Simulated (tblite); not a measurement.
Q: Give a GFN2-xTB geometry of `O=C(N)[Si@@]1(OCC1=C)O[SiH3]`.

A: 
```
atom  x, y, z in Å
C1    -2.610   -0.351    1.102
C2    -1.699   -0.483    0.159
C3    -1.807   -1.043   -1.230
O4    -0.453   -0.879   -1.659
Si5    0.133   -0.261   -0.231
O6     1.194   -1.146    0.571
Si7    2.588   -0.827    1.408
C8     1.022    1.422   -0.431
N9     0.550    2.330   -1.303
O10    2.019    1.629    0.241
H11   -2.366    0.063    2.065
H12   -3.635   -0.657    0.952
H13   -2.073   -2.100   -1.258
H14   -2.470   -0.484   -1.894
H15    2.818   -2.165    1.960
H16    2.286    0.133    2.456
H17    3.632   -0.460    0.466
H18   -0.205    2.103   -1.924
H19    1.067    3.185   -1.457
```

Orientation and origin are arbitrary. Atoms count from 1 in this order. The 4-membered ring C2–C3–O4–Si5 has internal angles of 77.9° to 99.6° (sum 360°, against 360° for a flat polygon); it is almost planar, 0.01 Å rms from its mean plane, widest ring torsion 2°. N9 (nitrogen bound to a carbonyl carbon) is almost planar (angles 120.8°, 119.4° and 118.8°, sum 359.0°, 0.06 Å off the plane of its three neighbours). The C–O distances run from 1.219 Å (C8=O10, drawn double) to 1.430 Å (C3–O4, drawn single), a spread of 0.211 Å. The O–Si distances run from 1.598 Å (Si5–O6, drawn single) to 1.663 Å (O4–Si5, drawn single), a spread of 0.065 Å.

Bonds between heavy atoms (Å): C1=C2 1.318, C2–C3 1.502, C3–O4 1.430, O4–Si5 1.663, Si5–O6 1.598, O6–Si7 1.657, Si5–C8 1.914, C8–N9 1.345, C8=O10 1.219, C2–Si5 1.886.

The geometry is computed with GFN2-xTB (gas phase).

Point group: C1 (no symmetry element, even within 0.4 Å). Its GFN2-xTB frequencies are all real (lowest 44 cm⁻¹). The numbers are those of one conformer (O4–Si5–O6–Si7 139°, O4–Si5–C8–N9 38°, Si5–C8–N9–H -7° and -175°).
